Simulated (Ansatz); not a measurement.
Isolated molecules relaxed with PBE0-D4/def2-TZVP in Ansatz; ΔE leaves out vibrations. CCSD(T)/CBS adds triple-zeta CCSD(T) − MP2 to the extrapolated MP2 energy (def2 sets, frozen cores). This one scheme is used for every species. Functionals use def2-TZVPP. One conformer a species, not always the lowest.

Consider the substitution at a C–N bond: `CN[SiH2]N` + `C[O][Al]([OH])[F]` → `C[O][Al]([F])[O]C` + `N[SiH2]N`.

```tsv
level	ΔE (kcal/mol)
PBE-D4	6.1
revPBE-D4	6.5
r2SCAN0-D4	5.7
ωB97M-V	5.8
B2PLYP	5.4
CAM-B3LYP	4.9
LC-ωPBE	5.9
HF/def2-SVP	3.1
```

(1) What does CCSD(T)/CBS give? (Estimate.)

Largest T1 diagnostic among the species: 0.012.

## Answers

(1) The calculation gave: +6.2 kcal/mol. The listed levels differ from it by -0.1, 0.3, -0.5, -0.4, -0.8, -1.3, -0.3, -3.1 kcal/mol.

In def2-TZVPP, CCSD(T) changes the Hartree–Fock value by +2.6 kcal/mol (the triples alone add +0.3 kcal/mol) and MP2 by +3.4 kcal/mol. At CCSD(T), def2-SVP lies −0.7 kcal/mol from the extrapolated value and def2-TZVPP −0.1 kcal/mol.
